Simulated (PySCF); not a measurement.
Orbital picture of CoO⁺

r²SCANh at R = 1.636 Å; basis Co def2-TZVPPD, O def2-TZVPPD; no relativity; PySCF 2.14. State: ⁵Δ (quintet), unpaired electrons σ ↑, π ↑↑, δ ↑. Only the outer orbitals are listed, counted within each symmetry.

| spin | orbital | occ. | ε (eV) | on Co (%) | main shells (%) |
| --- | --- | --- | --- | --- | --- |
| α | 8σ | 1 | -19.52 | 60 | 60 Co d, 34 O p |
| α | 3π | 1 | -19.10 | 60 | 60 Co d, 39 O p |
| α | 3π | 1 | -19.10 | 60 | 60 Co d, 39 O p |
| α | 1δ | 1 | -18.49 | 100 | 100 Co d |
| α | 1δ | 1 | -17.05 | 100 | 100 Co d |
| α | 4π | 1 | -16.02 | 41 | 59 O p, 40 Co d |
| α | 4π | 1 | -16.02 | 41 | 59 O p, 40 Co d |
| α | 9σ | 1 | -15.46 | 50 | 50 O p, 31 Co d, 18 Co s |
| α | 10σ | 0 | -10.13 | 96 | 75 Co s, 18 Co p |
| α | 5π | 0 | -5.98 | 104 | 102 Co p |
| α | 5π | 0 | -5.98 | 104 | 102 Co p |
| β | 7σ | 1 | -30.96 | 10 | 89 O s |
| β | 8σ | 1 | -16.66 | 28 | 64 O p, 24 Co d |
| β | 1δ | 1 | -15.70 | 100 | 100 Co d |
| β | 3π | 1 | -15.70 | 61 | 60 Co d, 38 O p |
| β | 3π | 1 | -15.70 | 61 | 60 Co d, 38 O p |
| β | 4π | 0 | -11.18 | 43 | 57 O p, 39 Co d |
| β | 4π | 0 | -11.18 | 43 | 57 O p, 39 Co d |
| β | 9σ | 0 | -10.96 | 84 | 53 Co d, 31 Co s, 14 O p |

Problem. Which are the highest filled and the lowest empty level, where do they sit, and how wide is the gap?

Solution. Highest filled α 9σ at -15.46 eV (in %: 50 O p, 31 Co d, 18 Co s); lowest empty β 4π at -11.18 eV (in %: 57 O p, 39 Co d); the gap at r²SCANh is 4.28 eV.

```
bond order (Mayer)                                                                                                : 1.82
⟨S²⟩                                                                                                              : 6.017
charge on Co (Mulliken, basis-dependent)                                                                          : 1.22
charge on Co (Löwdin, basis-dependent)                                                                            : 1.07
dipole moment (positive dipole points towards O; it is taken about the centre of mass and depends on that origin) : -4.12 D
```

Shares are Mulliken populations and can fall outside 0 to 100 %.

The state is the lowest single determinant that the PBE0 search found; with open d or f shells the true ground state can be another one.
